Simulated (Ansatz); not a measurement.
# C2H3ClNSi (SMILES C[Si](Cl)C#N): the energy, rung by rung

C2H3ClNSi has 8 atoms, charge 0, and is taken as a doublet. As SMILES, `C[Si](Cl)C#N`. The shape was relaxed beforehand at wB97X-V/def2-SVP.

Quantity: the adiabatic electron affinity (to the singlet anion, shapes relaxed at wB97X-V/def2-SVP, no zero-point term), in eV. The values are calculated.

The electron affinity is E(neutral) − E(anion): positive where the electron is bound.

| level | kind | program | value (eV) | less CCSD(T)/def2-SVP |
| --- | --- | --- | --- | --- |
| UHF/def2-SVP | Hartree–Fock | Ansatz | 1.30 | -0.64 |
| USVWN5/def2-SVP | LDA | Ansatz | 2.18 | +0.24 |
| UPBE/def2-SVP | GGA | Ansatz | 2.08 | +0.14 |
| U-r2SCAN/def2-SVP | meta-GGA | Ansatz | 2.08 | +0.14 |
| UPBE0-D4/def2-SVP | global hybrid | Ansatz | 2.17 | +0.23 |
| U-wB97M-V/def2-SVP | range-separated hybrid | Ansatz | 2.29 | +0.35 |
| UMP2/def2-SVP | perturbation theory | Ansatz | 1.92 | -0.02 |
| UCCSD(T)/def2-SVP | coupled cluster or CI | Ansatz | 1.94 | 0.00 |

UCCSD(T)/def2-SVP is the highest level here, not the true value. The values span 1.30 to 2.29 eV.
